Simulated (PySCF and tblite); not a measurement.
The numbers below are computed, except where a source is named.
C8H12O, numbered as in [CH:1]#[C:2][C@@H:3]1[CH2:4][CH2:5][CH2:6][O:7][CH2:8][CH2:9]1.

Geometries GFN2-xTB; weights from CAM-B3LYP-D3(BJ)/pcSseg-1 (IEF-PCM, acetone) energies and GFN2-xTB thermal corrections, with symmetry numbers and mirror pairs. Conformers within 3 kcal/mol (GFN2-xTB free energy) were kept, 9 at most. GIAO shieldings: CAM-B3LYP/pcSseg-1 (IEF-PCM, acetone). Shifts are against TMS (¹H), TMS (¹³C) at the same level. Programs: PySCF with density fitting and tblite.

The 7-ring runs over atoms 3–4–5–6–7–8–9.

```tsv
conformer	shape	symmetry	E(GFN2) kcal/mol	E(DFT) kcal/mol
1	7-ring puckered (ring torsions 86, -34, -48, 96, -73, 54, -73°)	C1	0.28	0.00
2	7-ring puckered (ring torsions -86, 36, 47, -96, 73, -53, 71°)	C1	0.06	0.10
3	7-ring puckered (ring torsions 54, -72, 96, -48, -34, 86, -74°)	C1	0.00	0.31
4	7-ring puckered (ring torsions -56, 76, -93, 42, 38, -83, 70°)	C1	1.33	0.56
5	7-ring puckered (ring torsions -84, 74, -60, 78, -90, 39, 36°)	C1	0.39	1.31
```

Not shown: 4 more, 6.2 % in all.

How much do the weights at 298.15 K and the averaged shift of H3 depend on how the conformers are weighted?


| weighting | 1 (%) | 2 (%) | 3 (%) | 4 (%) | 5 (%) | δ (ppm) | rms dipole (D) |
| --- | --- | --- | --- | --- | --- | --- | --- |
| DFT energy with thermal terms, symmetry and mirror images (full scheme) | 37 | 23 | 20 | 11 | 2 | 2.63 | 1.78 |
| DFT energy with symmetry and mirror images | 32 | 26 | 19 | 12 | 3 | 2.67 | 1.77 |
| bare DFT energy | 32 | 26 | 19 | 12 | 3 | 2.67 | 1.77 |
| GFN2-xTB energy with symmetry and mirror images | 13 | 19 | 21 | 2 | 11 | 2.71 | 1.55 |
| GFN2-xTB free energy | 17 | 18 | 25 | 2 | 8 | 2.67 | 1.57 |
| leading conformer alone | 100 | 0 | 0 | 0 | 0 | 2.25 | 1.97 |
| equal weights | 11 | 11 | 11 | 11 | 11 | 2.73 | 1.71 |
| full scheme, search stopped after three starts | 0 | 0 | 89 | 0 | 11 | 2.55 | 1.59 |

The largest departure from the full scheme, 0.37 ppm, comes with: leading conformer alone.

For its torsions the set is small; conformers may be missing.
